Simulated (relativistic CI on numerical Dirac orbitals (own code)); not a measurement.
## Electric-dipole lines of Kr10+

Method of calculation: Dirac-Coulomb-Breit CI, separate exchange-only KLI orbitals for each configuration, QED by a radiative potential, unscaled Slater integrals (own radial code, finite nucleus).

Configurations in the expansion (outside the closed core [Ne]): 3s2 3p6 3d8, 3s2 3p5 3d9, 3s2 3p4 3d10, 3s 3p6 3d9, 3s2 3p6 3d7 4s, 3s2 3p6 3d7 4p, 3p6 3d10, 3s2 3p6 3d7 4d, 3s2 3p6 3d6 4s2, 3s2 3p6 3d6 4s 4p, 3s2 3p6 3d7 4f, 3s2 3p6 3d7 5s, 3s2 3p6 3d6 4p2, 3s2 3p6 3d7 5p, 3s2 3p6 3d6 4s 4d, 3s 3p5 3d10. Levels of other configurations are missing.

| λ vac (nm) | Lower | Upper | A (s⁻¹) | E lower (cm⁻¹) | E upper (cm⁻¹) |
| --- | --- | --- | --- | --- | --- |
| 8.7643 | 3s2 3p6 3d8 3F_4 [1] | 3s2 3p6 3d7 4p 3G°_5 [95] | 7.00e+10 | 0 | 1140987 |
| 8.9831 | 3s2 3p6 3d8 1G_4 [8] | 3s2 3p6 3d7 4p 1G°_4 [137] | 1.71e+11 | 56988 | 1170196 |
| 9.0455 | 3s2 3p6 3d8 1D_2 [4] | 3s2 3p5 3d9 1P°_1 [91] | 2.06e+11 | 32351 | 1137879 |
| 9.1160 | 3s2 3p6 3d8 1G_4 [8] | 3s2 3p5 3d9 1F°_3 [119] | 2.71e+11 | 56988 | 1153961 |
| 9.2169 | 3s2 3p6 3d8 1G_4 [8] | 3s2 3p6 3d7 4p 1F°_3 [98] | 1.65e+11 | 56988 | 1141951 |
| 9.3843 | 3s2 3p6 3d8 3F_3 [2] | 3s2 3p5 3d9 3D°_2 [56] | 1.93e+11 | 9119 | 1074724 |
| 9.6351 | 3s2 3p6 3d8 3F_2 [3] | 3s2 3p5 3d9 3D°_1 [52] | 3.58e+11 | 13431 | 1051305 |
| 9.6724 | 3s2 3p6 3d8 3F_4 [1] | 3s2 3p5 3d9 3D°_3 [50] | 3.13e+11 | 0 | 1033868 |
| 9.7585 | 3s2 3p6 3d8 3F_3 [2] | 3s2 3p5 3d9 3D°_3 [50] | 6.77e+10 | 9119 | 1033868 |
| 9.9974 | 3s2 3p6 3d8 3F_3 [2] | 3s2 3p5 3d9 3F°_2 [43] | 1.36e+11 | 9119 | 1009375 |
| 10.037 | 3s2 3p6 3d8 3P_2 [5] | 3s2 3p5 3d9 3F°_2 [51] | 1.31e+11 | 44699 | 1041036 |
| 10.220 | 3s2 3p6 3d8 3F_4 [1] | 3s2 3p5 3d9 3F°_3 [33] | 6.45e+10 | 0 | 978430 |
| 10.317 | 3s2 3p6 3d8 3F_3 [2] | 3s2 3p5 3d9 3F°_3 [33] | 6.19e+10 | 9119 | 978430 |
| 10.515 | 3s2 3p6 3d8 3F_4 [1] | 3s2 3p5 3d9 3F°_4 [18] | 1.01e+11 | 0 | 951055 |
| 37.024 | 3s2 3p6 3d7 4p 5F°_5 [66] | 3s2 3p6 3d7 4d 5H_6 [178] | 2.24e+10 | 1096439 | 1366536 |
| 37.363 | 3s2 3p6 3d7 4p 5G°_6 [64] | 3s2 3p6 3d7 4d 5H_7 [174] | 2.59e+10 | 1096077 | 1363724 |
| 37.489 | 3s2 3p6 3d7 4p 3G°_5 [74] | 3s2 3p6 3d7 4d 3H_6 [188] | 2.52e+10 | 1107083 | 1373829 |
| 52.763 | 3s2 3p6 3d7 4s 3H_6 [30] | 3s2 3p6 3d7 4p 3H°_6 [130] | 5.24e+09 | 974501 | 1164029 |
| 54.109 | 3s2 3p6 3d7 4s 5P_3 [19] | 3s2 3p6 3d7 4p 5D°_4 [94] | 5.46e+09 | 955594 | 1140406 |
| 54.353 | 3s2 3p6 3d7 4s 5F_5 [10] | 3s2 3p6 3d7 4p 5G°_6 [64] | 6.10e+09 | 912094 | 1096077 |
| 55.959 | 3s2 3p6 3d7 4s 3G_5 [22] | 3s2 3p6 3d7 4p 3H°_6 [92] | 4.40e+09 | 960231 | 1138932 |
| 55.974 | 3s2 3p6 3d7 4s 5F_4 [11] | 3s2 3p6 3d7 4p 5F°_5 [66] | 4.08e+09 | 917785 | 1096439 |
| 56.205 | 3s2 3p6 3d7 4s 5F_3 [12] | 3s2 3p6 3d7 4p 5F°_4 [68] | 3.42e+09 | 922670 | 1100588 |
| 56.241 | 3s2 3p6 3d7 4s 3F_4 [15] | 3s2 3p6 3d7 4p 3G°_5 [74] | 4.26e+09 | 929278 | 1107083 |
| 56.275 | 3s2 3p6 3d7 4s 3F_4 [15] | 3s2 3p6 3d7 4p 3F°_4 [73] | 4.03e+09 | 929278 | 1106978 |
| 56.335 | 3s2 3p6 3d7 4s 3F_3 [16] | 3s2 3p6 3d7 4p 3G°_4 [77] | 4.71e+09 | 937117 | 1114628 |
| 56.364 | 3s2 3p6 3d7 4s 3H_6 [30] | 3s2 3p6 3d7 4p 3I°_7 [116] | 5.60e+09 | 974501 | 1151918 |
| 57.673 | 3s2 3p6 3d7 4s 5F_4 [11] | 3s2 3p6 3d7 4p 5G°_4 [61] | 3.01e+09 | 917785 | 1091175 |
| 58.773 | 3s2 3p6 3d7 4s 5F_5 [10] | 3s2 3p6 3d7 4p 5F°_5 [59] | 4.02e+09 | 912094 | 1082240 |
| 59.447 | 3s2 3p6 3d7 4s 5F_5 [10] | 3s2 3p6 3d7 4p 5D°_4 [58] | 3.66e+09 | 912094 | 1080312 |

Terms are leading LS components. Brackets give the number of a level in order of energy, since labels repeat. The list gives strong lines, with weight on those to low levels, without lines whose two gauges differ by over a factor of 2.5, among the lowest 200 of 2095 levels, so that lines to higher ones, which can be the strongest, are missing. Levels whose partners in the same complex of configurations lie outside the list can be far off, and so can their lines. Rates are taken at the computed energies, electric ones in the length gauge.

At this charge energies of transitions that change n are usually good to better than 1 %, and those within a shell (Δn = 0) to a few per cent. Terms inside the open d or f shell come out 10 to 20 % too wide with unscaled integrals.

LS names give the leading component of a level, which can be under half, so a name can repeat, a term be missing and a line seem to break the LS rules.
